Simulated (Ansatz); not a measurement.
`CB(Cl)/N=C\Cl`. Total charge 0; spin multiplicity 1.

```tsv
atom	x (Å)	y (Å)	z (Å)
C1	0.104	-0.813	1.418
B2	-0.622	-0.390	0.103
Cl3	-2.372	-0.624	-0.065
N4	0.051	0.113	-1.001
C5	0.534	0.985	-1.714
Cl6	0.447	2.701	-1.371
H7	-0.336	-0.280	2.266
H8	1.176	-0.616	1.398
H9	-0.054	-1.879	1.610
H10	1.072	0.804	-2.643
```

List the harmonic frequencies (cm⁻¹, unscaled) at PBE0-D4/def2-TZVP in Ansatz. (Estimate.)

The calculation gave: 48, 70, 91, 211, 266, 400, 475, 489, 603, 740, 836, 873, 914, 1083, 1223, 1330, 1353, 1452, 1454, 1925, 3050, 3117, 3148, 3151.

Is this a minimum?

Yes, all 24 modes are real.

Give the ideal-gas thermochemistry at 298.15 K and 1 bar (rigid rotor, harmonic oscillator; point group C1, symmetry number 1).

Zero-point energy 169.3 kJ/mol; H(298) − E = 191.5 kJ/mol; entropy 373.3 J/(mol·K), of which translation 169.0, rotation 120.4, vibration 84.0; G(298) − E = 80.2 kJ/mol. Modes under 100 cm⁻¹ are hindered rotations or soft bends, so the harmonic entropy is rough.

Rotational constants (cm⁻¹)?

0.1303, 0.03599, 0.03176.
